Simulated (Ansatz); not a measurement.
Basis-set extrapolation for C2H6AlNOSi (`O=[CH][Al]1[NH][CH]1[SiH3]`) (PBE0-D4/def2-TZVP geometry, frozen core, Ansatz 0.2.0). Multiplicity 1, RHF reference.

```json
{"": "HF", "def2-TZVPP": "-739.415905", "def2-QZVPP": "-739.441652"}
{"": "MP2 correlation", "def2-TZVPP": "-0.955873", "def2-QZVPP": "-1.024293"}
{"": "CCSD(T) correlation", "def2-TZVPP": "-1.041430", "def2-QZVPP": "not run"}
```

Energies in hartree. Use E(X) = E(∞) + A·exp(−7.88·√X) for Hartree–Fock and E(X) = E(∞) + B·X^(−2.97) for correlation, with X = 3 and 4, and add CCSD(T) minus MP2 of the smaller set to the MP2 limit.

What is the CCSD(T) energy at the basis-set limit?

HF limit: -739.441652 + (-0.025747) × 0.13774 = -739.44520. MP2 limit: -1.024293 + (-0.068420) × 0.74074 = -1.07497. Higher-order term: -1.041430 − (-0.955873) = -0.08556. Total: -740.60573 hartree, 93.1 kcal/mol below CCSD(T)/def2-TZVPP.
